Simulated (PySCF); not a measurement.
C6H5F.
SMILES with atom numbers: `[CH2:1]=[CH:2][C:3]#[C:4]/[CH:5]=[CH:6]\[F:7]` (hydrogens: H8, H9 on C1; H10 on C2; H11 on C5; H12 on C6)

Method: PBE0-D3(BJ)/def2-SVP geometry optimisation, gas phase (PySCF 2.14.0); density fitting, grid level 1; the optimiser is geomeTRIC in internal coordinates, started from a GFN2-xTB structure with every atom displaced at random (about 0.01 Å).

Step 0: E = -9000.1614 eV
```
atom  x, y, z in Å  |  force x, y, z in eV/Å
C1      2.7154    0.6437    0.4312   -0.882   1.614  -0.125
C2      2.0107   -0.4801    0.3805   -0.331  -0.410  -0.007
C3      0.6029   -0.5386    0.2006    7.649   0.404   0.992
C4     -0.5417   -0.6032    0.0583   -8.568  -0.413  -1.111
C5     -1.9682   -0.6787   -0.1228    1.037   0.646   0.190
C6     -2.7549    0.3965   -0.2720    1.255   0.484   0.105
F7     -2.2685    1.6448   -0.2777   -0.290  -0.697  -0.008
H8      3.7774    0.6914    0.5566    0.824  -0.231   0.132
H9      2.1962    1.6254    0.3480    0.306  -0.560  -0.003
H10     2.5159   -1.4333    0.4901    0.213  -0.412  -0.008
H11    -2.4266   -1.6565   -0.1102   -0.305  -0.397  -0.053
H12    -3.8156    0.3606   -0.3995   -0.908  -0.028  -0.106
```

Step 1: E = -9000.4558 eV
```
atom  x, y, z in Å  |  force x, y, z in eV/Å
C1      2.7881    0.6489    0.4482    0.106  -0.074  -0.028
C2      2.0428   -0.4681    0.3849    0.224   0.013   0.056
C3      0.6429   -0.4947    0.1998   -1.257   0.029  -0.182
C4     -0.5770   -0.5257    0.0404    1.188  -0.026   0.179
C5     -1.9720   -0.6366   -0.1212   -0.205  -0.063  -0.013
C6     -2.8275    0.3838   -0.2776   -0.387  -0.030  -0.056
F7     -2.4656    1.6496   -0.3088    0.233   0.124   0.026
H8      3.8713    0.5941    0.5922   -0.068  -0.029   0.005
H9      2.3439    1.6397    0.3471   -0.069   0.064   0.002
H10     2.5324   -1.4453    0.4889   -0.009   0.027  -0.010
H11    -2.4232   -1.6370   -0.1145    0.066   0.065  -0.004
H12    -3.9130    0.2634   -0.3963    0.178  -0.101   0.026
```

**Question.** Estimate the geometry and energy of step 2. (The exact step hangs on the optimiser's Hessian estimate; all steps are aligned on step 1, rigid shifts and turns removed.)

**Answer.** E = -9000.4463 eV, largest force 0.515 eV/Å
```
atom  x, y, z in Å  |  force x, y, z in eV/Å
C1      2.7398    0.6719    0.4370    0.039  -0.014   0.000
C2      2.0237   -0.4635    0.3827    0.016   0.046   0.007
C3      0.6196   -0.5165    0.2011   -0.303   0.004  -0.052
C4     -0.5916   -0.5662    0.0453    0.332  -0.213   0.077
C5     -1.9892   -0.6788   -0.1192   -0.255  -0.156  -0.022
C6     -2.7897    0.3850   -0.2735    0.426  -0.075   0.053
F7     -2.2582    1.5934   -0.2751   -0.380   0.342  -0.064
H8      3.8220    0.6383    0.5811    0.005   0.012   0.000
H9      2.2669    1.6527    0.3385   -0.003  -0.025   0.002
H10     2.5356   -1.4283    0.4865   -0.003   0.008  -0.005
H11    -2.4600   -1.6674   -0.1193    0.074  -0.008   0.001
H12    -3.8757    0.3516   -0.4021    0.053   0.081   0.002
```

The energy changes by +0.0096 eV. The first-order estimate −F·Δx gives -0.0375 eV and the mean of the old and new forces, exact on a quadratic surface, +0.0099 eV. The step makes an angle of 86° with the force vector and moves no atom by more than 0.217 Å. The energy falls at the start of this step and ends higher, so the step passed the lowest point of its straight line.

The cost below is that of the whole optimisation. On one thread of an Arm Neoverse V1, shared host, this took 51 s and 0.50 GiB of memory at its peak.
